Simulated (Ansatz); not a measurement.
C$_{2}$H$_{9}$AlSSi, relaxed with RKS PBE0-D4/def2-TZVP in the Gaussian-basis code of Ansatz from a PBE-D4/def2-SVP geometry. The force threshold is 0.005 eV/Å; the program also tests the step.

Total charge 0; spin multiplicity 1. The bonds changed during the relaxation, so this is another structure than the one it started from.

Start:

```xyz
14

C     0.755   -0.019    2.207
S     1.195    0.320    0.455
Si   -0.739   -0.389   -0.620
C    -0.154   -1.278   -2.188
Al   -0.545    1.979   -0.173
H     1.460    0.550    2.841
H     0.861   -1.102    2.403
H    -0.279    0.307    2.433
H    -1.260   -1.412    0.367
H    -1.038   -1.624   -2.763
H     0.476   -2.159   -1.949
H     0.419   -0.588   -2.837
H     0.010    2.879   -1.373
H    -1.161    2.537    1.197
```

(1) How much energy does the relaxation release, and in how many steps? (Best estimate.)

(2) Which bonds change most? (Best estimate.)

(3) Give the relaxed structure. (An estimate is asked.)

Results:

(1) The calculation gave: 5.59 kJ/mol, in 9 steps, 1 of them rejected.

(2) Computed: S2–Si3 from 2.324 to 2.275 Å; S2–Al5 from 2.485 to 2.459 Å; C1–S2 from 1.838 to 1.815 Å; Si3–H9 from 1.513 to 1.493 Å.

(3) Computed: 
```xyz
14

C     0.729   -0.010    2.177
S     1.196    0.296    0.450
Si   -0.701   -0.408   -0.589
C    -0.161   -1.261   -2.169
Al   -0.523    1.946   -0.157
H     1.369    0.606    2.807
H     0.883   -1.064    2.404
H    -0.312    0.260    2.351
H    -1.214   -1.427    0.375
H    -1.045   -1.580   -2.728
H     0.455   -2.139   -1.964
H     0.401   -0.573   -2.804
H     0.013    2.832   -1.360
H    -1.092    2.522    1.209
```
